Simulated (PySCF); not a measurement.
**PtCl₄, triplet: structure and spectrum**

These are results of UPBE/[Pt def2-SVP with ECP60, Cl def2-SVP], scalar-relativistic core potentials, density fitting, no spin–orbit coupling, PySCF, not measurements.

The structure is a minimum.

```json
{
 "Point group": "D4h",
 "Bond lengths": "Pt–Cl 2.283 Å (×4)",
 "Bond angles": "Cl–Pt–Cl 90.0° (×4), Cl–Pt–Cl 180.0° (×2)",
 "Spin squared ⟨S²⟩": "2.002",
 "Atomisation energy without zero-point energy": "1136 kJ/mol",
 "Heat capacity Cp at 298.15 K": "99.7 J/(mol K)",
 "Enthalpy at 298.15 K above 0 K": "22.84 kJ/mol",
 "Lowest empty level (β)": "-6.99 eV",
 "Entropy at 298.15 K and 1 bar (electronic part: spin only)": "388.0 J/(mol K)",
 "Zero-point energy": "12.1 kJ/mol",
 "Dipole moment": "0.00 D",
 "Rotational constants": "0.04623, 0.04623, 0.02311 cm⁻¹",
 "Rotational symmetry number": "8",
 "Principal quadrupole moments (Buckingham, traceless) about the centre of mass": "-1.06, -1.06, 2.13 D Å",
 "Principal polarisabilities": "42.7, 126.1, 126.1 bohr³",
 "Highest occupied level (β)": "-7.14 eV"
}
```

Harmonic modes (masses in u: Pt 194.965, Cl 34.969):
| symmetry | ω (cm⁻¹) | IR (km/mol, summed over degenerate members) | type |
| --- | --- | --- | --- |
| b2u | 32 | 0.0 | bend |
| a2u | 99 | 0.3 | bend |
| b2g | 155 | 0.0 | bend |
| eu | 162 | 0.0 | bend |
| b1g | 334 | 0.0 | stretch |
| a1g | 355 | 0.0 | stretch |
| eu | 361 | 47.3 | stretch |

In D4h the vibrations span b2u + a2u + b2g + 2eu + b1g + a1g. The a1g, b1g, b2g, b2u modes carry no infrared intensity, as symmetry demands. With a centre of inversion only u modes can be infrared active and only g modes Raman active.

Charges (e):
```json
{"atom": "Pt1", "Mulliken": "0.24", "Löwdin": "-0.82", "polar tensor": "0.79", "spin (Mulliken)": "0.72", "Mayer order to Pt1": "–"}
{"atom": "Cl2,3,4,5", "Mulliken": "-0.06", "Löwdin": "0.21", "polar tensor": "-0.20", "spin (Mulliken)": "0.32", "Mayer order to Pt1": "1.00"}
```
Other Mayer orders above 0.3: Cl–Cl 0.36 (×2).

Mulliken populations on Pt1 (electrons outside its core potential): s 2.81, p 6.44, d 8.47, f 0.03.

Only a few start shapes were tried, so a lower isomer may exist. Other spin states or occupations of the open shell can lie lower. With an element this heavy the missing spin–orbit coupling can shift these numbers.

The final relaxation and frequency run took about 90 core-seconds on a shared host.
